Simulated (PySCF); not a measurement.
PySCF input (HF/def2-TZVPD):

```python
from pyscf import gto, scf, dft

mol = gto.M(
    atom='''
    Bi    0.04526340   -0.03284952    0.95363610
    I     1.09068113    1.82953112   -0.73803030
    I    -1.16156533   -1.77808754   -0.75539981
    ''',
    basis='def2-tzvpd',
    ecp='def2-tzvp',
    charge=1,
    spin=0,
    verbose=4,
)

mf = scf.RHF(mol).density_fit(auxbasis='def2-universal-jkfit')
mf.conv_tol = 1e-9
mf.max_cycle = 100
mf.max_memory = 1500
mf.kernel()
if not mf.converged:
    mf = mf.newton()
    mf.kernel(mf.make_rdm1())
mf.analyze()
```

Output:

```
PySCF version 2.14.0

[INPUT] verbose = 4
[INPUT] num. atoms = 3
[INPUT] num. electrons = 72
[INPUT] charge = 1
[INPUT] spin (= nelec alpha-beta = 2S) = 0
[INPUT] symmetry False subgroup None
[INPUT] Mole.unit = angstrom
[INPUT] Symbol           X                Y                Z      unit          X                Y                Z       unit  Magmom
[INPUT]  1 Bi     0.045263400000  -0.032849520000   0.953636100000 AA    0.085535429467  -0.062076596123   1.802111051498 Bohr   0.0
[INPUT]  2 I      1.090681130000   1.829531120000  -0.738030300000 AA    2.061088624931   3.457312753169  -1.394675138631 Bohr   0.0
[INPUT]  3 I     -1.161565330000  -1.778087540000  -0.755399810000 AA   -2.195040349490  -3.360098476102  -1.427498755448 Bohr   0.0

nuclear repulsion = 301.126219108064
number of shells = 56
number of NR pGTOs = 305
number of NR cGTOs = 174
basis = def2-tzvpd
ecp = def2-tzvp

******** <class 'pyscf.df.df_jk.DFRHF'> ********
method = DFRHF
initial guess = minao
damping factor = 0
level_shift factor = 0
DIIS = <class 'pyscf.scf.diis.CDIIS'>
diis_start_cycle = 1
diis_space = 8
diis_damp = 0
SCF conv_tol = 1e-09
SCF conv_tol_grad = None
SCF max_cycles = 100
direct_scf = False
Set gradient conv threshold to 3.16228e-05
Initial guess from minao.
******** <class 'pyscf.df.df.DF'> ********
auxbasis = def2-universal-jkfit
init E= -684.677610664144
  HOMO = -1.51481519404696  LUMO = -1.21893669469196  gap/eV = 8.05126
cycle= 1 E= -804.569348163988  delta_E= -120  |g|= 4.18  |ddm|= 30.3
  HOMO = -0.269330890761799  LUMO = -0.208407306235949  gap/eV = 1.65782
cycle= 2 E= -805.9499281957  delta_E= -1.38  |g|=  2.2  |ddm|= 8.09
  HOMO = -0.522555543441008  LUMO = -0.226995451043477  gap/eV = 8.04260
cycle= 3 E= -806.642134138109  delta_E= -0.692  |g|= 0.501  |ddm|= 2.56
  HOMO = -0.53455250928637  LUMO = -0.276348336458681  gap/eV = 7.02609
cycle= 4 E= -806.694913834308  delta_E= -0.0528  |g|= 0.185  |ddm|= 0.814
  HOMO = -0.54068412046148  LUMO = -0.252044162042528  gap/eV = 7.85429
cycle= 5 E= -806.701730068188  delta_E= -0.00682  |g|= 0.039  |ddm|=  0.2
  HOMO = -0.542320323430958  LUMO = -0.251334640911425  gap/eV = 7.91812
cycle= 6 E= -806.702299999068  delta_E= -0.00057  |g|= 0.0148  |ddm|= 0.0583
  HOMO = -0.54283330657523  LUMO = -0.249002519282192  gap/eV = 7.99554
cycle= 7 E= -806.702581666774  delta_E= -0.000282  |g|= 0.00706  |ddm|= 0.0607
  HOMO = -0.542672000352505  LUMO = -0.249092567254544  gap/eV = 7.98870
cycle= 8 E= -806.702647168992  delta_E= -6.55e-05  |g|= 0.00323  |ddm|= 0.0268
  HOMO = -0.542635624176528  LUMO = -0.248717571157955  gap/eV = 7.99792
cycle= 9 E= -806.702667264163  delta_E= -2.01e-05  |g|= 0.00108  |ddm|= 0.0182
  HOMO = -0.542668735490472  LUMO = -0.248577647215613  gap/eV = 8.00263
cycle= 10 E= -806.702669470302  delta_E= -2.21e-06  |g|= 0.000277  |ddm|= 0.00627
  HOMO = -0.54265039139002  LUMO = -0.248596514990341  gap/eV = 8.00161
[...]
cycle= 14 E= -806.702669574577  delta_E= -1.94e-10  |g|= 3.67e-06  |ddm|= 4.81e-05
  HOMO = -0.542637486872252  LUMO = -0.248592876691617  gap/eV = 8.00136
Extra cycle  E= -806.702669574588  delta_E= -1.07e-11  |g|= 1.88e-06  |ddm|= 7.83e-06
converged SCF energy = -806.702669574588
**** SCF Summaries ****
Total Energy =                        -806.702669574588072
Nuclear Repulsion Energy =             301.126219108063935
One-electron Energy =                -1994.858185659735909
Two-electron Energy =                  887.029296977083959
Two-electron Coulomb Energy =          945.299151443939195
DFT Exchange-Correlation Energy =      -58.269854466855236
HOMO-LUMO gap [eV] =                     8.001361394725677
**** MO energy ****
MO #1   energy= -7.92392307804534  occ= 2
MO #2   energy= -7.92392163401138  occ= 2
MO #3   energy= -6.98191496072744  occ= 2
MO #4   energy= -5.77632884949363  occ= 2
MO #5   energy= -5.77632771404885  occ= 2
MO #6   energy= -5.77070377320512  occ= 2
MO #7   energy= -5.77070292641622  occ= 2
MO #8   energy= -5.76826411636483  occ= 2
MO #9   energy= -5.76826311305247  occ= 2
MO #10  energy= -4.56462861331027  occ= 2
MO #11  energy= -4.55665507942643  occ= 2
MO #12  energy= -4.55489766249321  occ= 2
MO #13  energy= -2.47188078047227  occ= 2
MO #14  energy= -2.47187615355353  occ= 2
MO #15  energy= -2.46966425320506  occ= 2
MO #16  energy= -2.46965290005705  occ= 2
MO #17  energy= -2.46701793328629  occ= 2
MO #18  energy= -2.46701629142778  occ= 2
MO #19  energy= -2.46073109225764  occ= 2
MO #20  energy= -2.46071365836652  occ= 2
MO #21  energy= -2.46052230279282  occ= 2
MO #22  energy= -2.46051060560186  occ= 2
MO #23  energy= -1.61854399252535  occ= 2
MO #24  energy= -1.61484879988733  occ= 2
MO #25  energy= -1.61261924989758  occ= 2
MO #26  energy= -1.60913661164261  occ= 2
MO #27  energy= -1.6044067764162   occ= 2
MO #28  energy= -1.11221434456388  occ= 2
MO #29  energy= -1.06400659773667  occ= 2
MO #30  energy= -0.921818127138633 occ= 2
MO #31  energy= -0.6280078875483   occ= 2
MO #32  energy= -0.60487935046064  occ= 2
MO #33  energy= -0.578271186471657 occ= 2
MO #34  energy= -0.546443314732603 occ= 2
MO #35  energy= -0.545850301546791 occ= 2
MO #36  energy= -0.542637486872252 occ= 2
MO #37  energy= -0.248592876691617 occ= 0
MO #38  energy= -0.164865360241871 occ= 0
MO #39  energy= -0.144370920776996 occ= 0
MO #40  energy= -0.0760151541058445 occ= 0
MO #41  energy= -0.0544355104941965 occ= 0
MO #42  energy= -0.0489372260166667 occ= 0
MO #43  energy= -0.0484655783901014 occ= 0
MO #44  energy= -0.0403091922188756 occ= 0
MO #45  energy= -0.03837467436312  occ= 0
MO #46  energy= -0.0319601388251638 occ= 0
MO #47  energy= -0.0207544179933556 occ= 0
MO #48  energy= -0.00483575196455743 occ= 0
MO #49  energy= 0.000104944520643157 occ= 0
MO #50  energy= 0.0103738099305914 occ= 0
MO #51  energy= 0.0187574835381206 occ= 0
MO #52  energy= 0.035071782092411  occ= 0
MO #53  energy= 0.0394676856560706 occ= 0
MO #54  energy= 0.0406194117758264 occ= 0
MO #55  energy= 0.0625001502322586 occ= 0
MO #56  energy= 0.0662944584404358 occ= 0
MO #57  energy= 0.0771032345697361 occ= 0
MO #58  energy= 0.0839665020991108 occ= 0
MO #59  energy= 0.085970754469564  occ= 0
MO #60  energy= 0.0887988298539842 occ= 0
MO #61  energy= 0.102701809694531  occ= 0
MO #62  energy= 0.106781686596658  occ= 0
MO #63  energy= 0.109564101454241  occ= 0
MO #64  energy= 0.112801119370398  occ= 0
MO #65  energy= 0.16554105603749   occ= 0
MO #66  energy= 0.184148200125067  occ= 0
MO #67  energy= 0.227362091465129  occ= 0
MO #68  energy= 0.229418881777517  occ= 0
MO #69  energy= 0.233069262750962  occ= 0
MO #70  energy= 0.235032668237961  occ= 0
MO #71  energy= 0.24172314170515   occ= 0
MO #72  energy= 0.250260196021815  occ= 0
MO #73  energy= 0.263128517242574  occ= 0
MO #74  energy= 0.286597398444018  occ= 0
MO #75  energy= 0.303479689168521  occ= 0
MO #76  energy= 0.304611081403345  occ= 0
MO #77  energy= 0.329239491241289  occ= 0
MO #78  energy= 0.33343524310025   occ= 0
MO #79  energy= 0.345485902615667  occ= 0
MO #80  energy= 0.350866185460342  occ= 0
MO #81  energy= 0.368873323662129  occ= 0
MO #82  energy= 0.382191065259946  occ= 0
MO #83  energy= 0.390046373078419  occ= 0
MO #84  energy= 0.394473967877465  occ= 0
MO #85  energy= 0.402721206073396  occ= 0
MO #86  energy= 0.456541934511812  occ= 0
MO #87  energy= 0.476797790581658  occ= 0
MO #88  energy= 0.510108862536267  occ= 0
MO #89  energy= 0.60671297927181   occ= 0
MO #90  energy= 0.627826171978445  occ= 0
MO #91  energy= 0.640807077357374  occ= 0
MO #92  energy= 0.644237820364951  occ= 0
MO #93  energy= 0.656659339418795  occ= 0
MO #94  energy= 0.675096687695224  occ= 0
MO #95  energy= 0.679887299599906  occ= 0
MO #96  energy= 0.75780688428242   occ= 0
MO #97  energy= 0.788547343637699  occ= 0
MO #98  energy= 0.8651512385144    occ= 0
MO #99  energy= 0.942715009742494  occ= 0
MO #100 energy= 0.951180687863499  occ= 0
MO #101 energy= 0.951546708298787  occ= 0
MO #102 energy= 0.951603560285837  occ= 0
MO #103 energy= 0.951687060349246  occ= 0
MO #104 energy= 0.953075815930845  occ= 0
MO #105 energy= 0.956308266039883  occ= 0
MO #106 energy= 0.964323897449111  occ= 0
MO #107 energy= 0.986013648568916  occ= 0
[...]
```
